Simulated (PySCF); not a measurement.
# Mercury: a sound run and one with changed settings

Sound run: Hg [Xe] 4f14 5d10 6s2, Hg⁺ [Xe] 4f14 5d10 6s1. All numbers are calculated (PySCF 2.14, scalar relativity through the core potential, in cc-pVDZ-PP with ECP60MDF (4s4p3d1f, 38 functions)). The sound run starts from symmetry-adapted Hartree-Fock orbitals and uses a fine grid where one is needed.

Changed run: 6 angular points. This setting is unsound on purpose.

| species | method | sound run (hartree) | changed run (hartree) | converged |
| --- | --- | --- | --- | --- |
| Hg | UHF | -152.53989 | -152.53989 | yes |
| Hg | MN15 | -153.23418 | -153.40364 | yes |
| Hg | PBE0 | -153.49911 | -155.74286 | yes |
| Hg⁺ | UHF | -152.22471 | -152.22471 | yes |
| Hg⁺ | MN15 | -152.84402 | -153.01703 | yes |
| Hg⁺ | PBE0 | -153.12244 | -155.32249 | yes |

Ionisation energy of Hg:

```tsv
method	sound run (eV)	changed run (eV)
UHF	8.576	8.576
MN15	10.617	10.520
```

A coarse angular grid integrates products of high-l functions wrongly, so density functionals can shift, and the SCF can exploit the error; Hartree-Fock and MP2 need no grid.

For comparison, NIST gives 10.438 eV between the lowest levels.
